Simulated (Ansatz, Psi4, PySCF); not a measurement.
magnesium atom (Mg), singlet. Base run: HF/def2-TZVP (PySCF).

Here is a job for PySCF.
```python
from pyscf import gto, scf

mol = gto.M(
    atom='''
Mg    0.000000    0.000000    0.000000
''',
    basis='def2-tzvp',
    charge=0,
    spin=0,
    verbose=4,
)

mf = scf.RHF(mol)
mf.kernel()
```

The same geometry, method and basis name were run in Ansatz (a quantum-chemistry and plane-wave program) and Psi4 and PySCF, at each program's defaults and at the settings that a row names. The base is PySCF at its defaults. Differences at the defaults can come from grids, fitting, cores and function types together.

| code and settings | ΔE vs base (µEh) | basis functions | E (Eh) | SCF cycles |
|---|---|---|---|---|
| PySCF, defaults (exact integrals, spherical functions) | 0.0 | 32 | -199.60663 | 6 |
| Psi4, defaults (density fitting with its default set, spherical functions) | 0.3 | 32 | -199.60663 | 8 |
| Ansatz, defaults (factorised integrals, spherical functions) | 7.2 | 32 | -199.60662 | - |
| PySCF, density fitting with def2-universal-jkfit | 0.3 | 32 | -199.60663 | 6 |
| Psi4, exact integrals, spherical functions | 0.0 | 32 | -199.60663 | 9 |
| Ansatz, high accuracy | 0.0 | 32 | -199.60663 | - |
